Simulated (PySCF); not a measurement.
Geometry:
```tsv
atom	x (Å)	y (Å)	z (Å)
C1	-2.697	0.632	0.239
N2	-1.477	-0.053	-0.104
C3	-1.116	-0.304	-1.377
O4	-1.802	-0.031	-2.340
C5	0.238	-0.997	-1.499
C6	1.367	-0.219	-0.828
O7	1.252	-0.334	0.578
C8	2.250	0.370	1.272
H9	-2.487	1.602	0.695
H10	-3.291	0.033	0.932
H11	-3.259	0.782	-0.682
H12	-0.806	-0.245	0.626
H13	0.173	-1.985	-1.041
H14	0.459	-1.113	-2.560
H15	1.327	0.842	-1.121
H16	2.340	-0.623	-1.148
H17	2.067	0.208	2.332
H18	3.249	0.000	1.013
H19	2.205	1.443	1.051
```

PySCF calculation with geometry from GFN2-xTB and shielding tensors at PBE0/pcSseg-1 (GIAO); gas phase, single conformer, relativity neglected, equivalent nuclei averaged.

Referencing at the same level of theory: ¹³C (186.93 ppm) and ¹H (31.72 ppm) against TMS; ¹⁵N (267.73 ppm) against NH3; H2O for ¹⁷O (336.08 ppm).

```json
{"atoms": "C1", "nucleus": "¹³C", "count": "1", "δ (ppm)": "25.6"}
{"atoms": "C5", "nucleus": "¹³C", "count": "1", "δ (ppm)": "?"}
{"atoms": "C3", "nucleus": "¹³C", "count": "1", "δ (ppm)": "171.5"}
{"atoms": "H13/H14", "nucleus": "¹H", "count": "2", "δ (ppm)": "?"}
{"atoms": "C6", "nucleus": "¹³C", "count": "1", "δ (ppm)": "74.6"}
{"atoms": "H17/H18/H19", "nucleus": "¹H", "count": "3", "δ (ppm)": "?"}
{"atoms": "O4", "nucleus": "¹⁷O", "count": "1", "δ (ppm)": "406.6"}
{"atoms": "C8", "nucleus": "¹³C", "count": "1", "δ (ppm)": "?"}
{"atoms": "H9/H10/H11", "nucleus": "¹H", "count": "3", "δ (ppm)": "3.01"}
{"atoms": "N2", "nucleus": "¹⁵N", "count": "1", "δ (ppm)": "120.6"}
{"atoms": "O7", "nucleus": "¹⁷O", "count": "1", "δ (ppm)": "26.9"}
{"atoms": "H12", "nucleus": "¹H", "count": "1", "δ (ppm)": "5.90"}
{"atoms": "H15/H16", "nucleus": "¹H", "count": "2", "δ (ppm)": "3.52"}
```

Question: Fill in the missing shifts.

Answer: 
- C8: 61.2 ppm, methyl carbon bonded to O; deshielded by the electronegative neighbour
- C5: 41.1 ppm, sp3 CH2 α to a carbonyl; α to the electron-withdrawing carbonyl group
- H17/H18/H19: 3.57 ppm, hydrogen on a methyl carbon bonded to O; its carbon carries O, which withdraws density
- H13/H14: 2.28 ppm, hydrogen on an sp3 CH2 α to a carbonyl; α to C=O

The OH or NH signal is concentration- and solvent-dependent in practice; the value given is the gas-phase one. Shifts are as computed. Against solution values, carbons near 30 ppm lie about +3 ppm off and those near 130 ppm about +5 ppm. Of 1211 compounds with measured shifts, 218 miss one by over three times the rms of a fit or turn the order of signals round; such compounds aren't used in these exercises. Hydrogen bonding in solution shields acid and N–H amide carbonyl oxygens by tens of ppm. The C=O carbon of an acid or of an amide with N–H lies up to 10 ppm further downfield in solution, through hydrogen bonding that the calculation lacks. Unscaled 17O shifts of doubly bonded oxygen tend to come out too high, by tens of ppm or more. Experimental scales use liquid or dissolved standards, which lie at an offset from isolated NH3 (liquid NH3: subtract about 20 ppm) and H2O (liquid H2O: subtract about 36 ppm).
